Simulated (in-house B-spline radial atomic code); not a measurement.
Configurations of Zr, with energies counted from [Kr] 4d2 5s2. Method: scalar-relativistic (X2C) SCAN, spin-polarised, spherical fractional occupations, Fermi nucleus of rms radius 4.2694 fm. Calculated with a B-spline radial code for spherical atoms. Shells without spins written out take the highest spin.

Occupations are held fixed; configurations that lie above the ionisation limit could autoionise.

| configuration | E - E(ref) (eV) | highest orbital | its <r> (bohr) |
| --- | --- | --- | --- |
| [Kr] 4d(1 up, 0 down) 5s2 5p(0 up, 1 down) | 3.4589 | 5p down | 4.583 |
| [Kr] 4d2 4f1 5s1 | 5.2415 | 4f up | 17.54 |
| [Ar] 3d10 4s2 4p5 4d2 5s2 6p1 | 35.866 | 6p up | 11.15 |
| [Ar] 3d9 4s2 4p6 4d2 5s2 5d1 | 189.36 | 5d up | 9.946 |
| [Ar] 3d(4 up, 5 down) 4s2 4p6 4d(0 up, 2 down) 5s2 6d(1 up, 0 down) | 190.05 | 6d up | 20.19 |
| [Ar] 3d(4 up, 5 down) 4s2 4p6 4d(0 up, 2 down) 5s2 5f(1 up, 0 down) | 190.38 | 5f up | 30.2 |
| [Ar] 3d9 4s2 4p6 4d2 5s2 6f1 | 190.54 | 6f up | 44.12 |

Question: Order these further configurations by energy, lowest first.
A. [Ar] 3d10 4s2 4p5 4d2 5s2 5p1
B. [Ar] 3d10 4s2 4p(2 up, 3 down) 4d(0 up, 2 down) 5s2 6p(1 up, 0 down)
C. [Kr] 4d1 5s2 5d1
D. [Ar] 3d10 4s2 4p5 4d2 5s2 5d1
E. [Kr] 4d(1 up, 1 down) 5s2

Answer: E (0.9254 eV), C (6.5695 eV), A (32.671 eV), B (35.938 eV), D (36.068 eV).

Question: How far above the reference does [Ar] 3d10 4s2 4p5 4d2 5s2 5f1 lie?

Answer: 37.054 eV; its least bound orbital is 5f up with <r> = 29.35 bohr.

Question: How far above the reference does [Ar] 3d10 4s2 4p5 4d2 4f1 5s2 lie?

Answer: 36.775 eV; its least bound orbital is 4f up with <r> = 17.32 bohr.
